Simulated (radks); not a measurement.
Results of a calculation; reference values are marked as such.
Question: All-electron atom: Nd2+ in [Xe] 4f3 6f1 (not the ground configuration). Code: a radial shooting solver on a logarithmic mesh with Libxc functionals. Model: scalar-relativistic Kohn-Sham, BLYP, spin-polarised, spherical densities, finite nucleus; open shells are filled with parallel spins first (spin-orbit coupling, left out, can overturn this in heavy ions); Fermi nuclear charge, rms radius 4.9123 fm. Some entries of the table are withheld. Estimate them.

orbital,occ.,eigenvalue (hartree),<1/r> (bohr^-1)
1s down,1,-1596.007,66.04
1s up,1,-1596.007,66.04
2s up,1,-258.9771,15.26
2s down,1,-258.9767,15.26
2p up,3,-231.6413,14.39
2p down,3,-231.6410,14.39
3s up,1,-56.98708,5.560
3s down,1,-56.95402,5.562
3p up,3,-48.36545,5.254
3p down,3,-48.33258,5.256
3d up,5,-36.39078,4.986
3d down,5,-36.36525,4.988
4s up,1,-12.15563,2.331
4s down,1,-12.06553,2.331
4p up,3,-9.32620,2.149
4p down,3,-9.23612,2.149
4d up,5,-5.30144,1.883
4d down,5,-5.21213,1.882
5s up,1,(1),0.9265
5s down,1,(2),0.9179
5p up,3,-1.64348,0.7963
5p down,3,-1.60485,0.7867
4f up,3,-1.02431,1.345
6f up,1,-0.16408,0.1445

Answer: 
(1) 5s up eigenvalue (hartree): -2.36079
(2) 5s down eigenvalue (hartree): -2.31072
